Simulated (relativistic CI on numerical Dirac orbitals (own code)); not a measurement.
## Spin-allowed bands of a d8 ion in a tetrahedral site, by hand

Problem. Take Δ = 3050 cm⁻¹ and B = 490 cm⁻¹ for a d8 ion in a tetrahedral site. Calculate the three spin-allowed bands.

Working.
1. The terms of highest spin are 3F (energy 0) and 3P (15B = 7350 cm⁻¹). Here the F term splits into A2 at +1.2Δ = 3660, T2 at +0.2Δ = 610 and T1 at −0.6Δ = -1830 cm⁻¹.
2. The two T1 states mix through the element 0.4Δ: H = [[-1830, 1220], [1220, 7350]], with roots ½(H₁₁ + H₂₂) ∓ ½√[(H₂₂ − H₁₁)² + 4H₁₂²] = ½(5520) ∓ ½(9499) = -1989 and 7509 cm⁻¹.
3. The ground term is 3T1 at -1989 cm⁻¹.
4. Bands: 3T2 2599 cm⁻¹ (3847 nm), 3A2 5649 cm⁻¹ (1770 nm), 3T1(P) 9499 cm⁻¹ (1053 nm).

Check. Exact diagonalisation of the whole d8 shell with these parameters gives 3T2 2599, 3A2 5649, 3T1 9499 cm⁻¹. The match is exact, since without spin-orbit coupling no other term has this spin. The ratio of the second band to the first, 2.173, depends on Δ/B = 6.2 alone, which is how a Tanabe-Sugano diagram is read.
